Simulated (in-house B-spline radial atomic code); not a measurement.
**Ionising Si4+ with different functionals**

Computed with a B-spline radial code for spherical atoms: non-relativistic Hamiltonian, point nucleus, spin-polarised at highest spin, spherical fractional occupations for the functionals, and exact exchange of hybrids averaged over the configuration. The ionisation energy is the difference of two self-consistent energies, [He] 2s2 2p6 → [He] 2s2 2p5, without Breit or QED terms; ε is the level of the shell that loses the electron (its least bound occupied spin orbital).

```tsv
method	rung	ΔSCF (eV)	-ε(2p) (eV)
PBE0	global hybrid	167.03	153.86
B3LYP	global hybrid	?	?
TPSSh	global hybrid	167.44	151.09
M06-2X	global hybrid	166.15	159.12
BHandHLYP	global hybrid	?	?
r2SCAN0	global hybrid	168.11	155.22
B97-1	global hybrid	167.11	153.06
HSE06	range-separated hybrid	167.01	153.39
wB97X	range-separated hybrid	166.88	155.48
CAM-B3LYP	range-separated hybrid	167.20	155.00
LC-wPBE	range-separated hybrid	167.18	154.49
```

Question: What does BHandHLYP give?

Answer: ΔSCF 166.95 eV, and -ε(2p) = 159.20 eV.

Question: What does B3LYP give?

Answer: ΔSCF 167.28 eV, and -ε(2p) = 153.02 eV.

Question: Among the functionals, which spreads more, the ΔSCF values or the orbital energies?

Answer: The orbital energies: ΔSCF values span about 1.96 eV and the orbital energies 8.11 eV; here energy differences depend much less on the functional than eigenvalues do.

Question: How do they compare with the NIST value?

Answer: NIST lists 166.767 eV ± 0.003 (measured, ground level to ground level). Errors run from -0.61 to +1.34 eV; wB97X is closest (+0.12 eV), but part of that can be cancellation, since the calculations leave out relativity, Breit-QED terms, multiplet and fine-structure energies.
